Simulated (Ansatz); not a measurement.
`N[SiH](O)[SnH3]` and `N[SiH](O)S[SiH3]` differ in one atom or group.

Ansatz, PBE0-D4/def2-TZVP geometries, multiplicity 1. Each molecule was computed in one conformer, which needn't be the lowest.

Elements past krypton have def2 core potentials.

```csv
property,`N[SiH](O)[SnH3]`
LUMO energy (PBE0/def2-TZVPP) / eV,-0.04
HOMO energy (PBE0/def2-TZVPP) / eV,-7.30
HOMO energy (ωB97M-V/def2-TZVPP) / eV,-9.35
LUMO energy (ωB97M-V/def2-TZVPP) / eV,1.51
HOMO–LUMO gap (ωB97M-V/def2-TZVPP) / eV,10.86
HOMO–LUMO gap (PBE0/def2-TZVPP) / eV,7.26
```

Question: Give the same properties after the change, and the shifts. (An estimate is asked.)

Answer: Computed: 
```
                               property  `N[SiH](O)S[SiH3]`  shift
     LUMO energy (PBE0/def2-TZVPP) / eV                0.35   0.39
     HOMO energy (PBE0/def2-TZVPP) / eV               -7.30   0.00
  HOMO energy (ωB97M-V/def2-TZVPP) / eV               -9.47  -0.12
  LUMO energy (ωB97M-V/def2-TZVPP) / eV                1.94   0.43
HOMO–LUMO gap (ωB97M-V/def2-TZVPP) / eV               11.41   0.55
   HOMO–LUMO gap (PBE0/def2-TZVPP) / eV                7.65   0.39
```
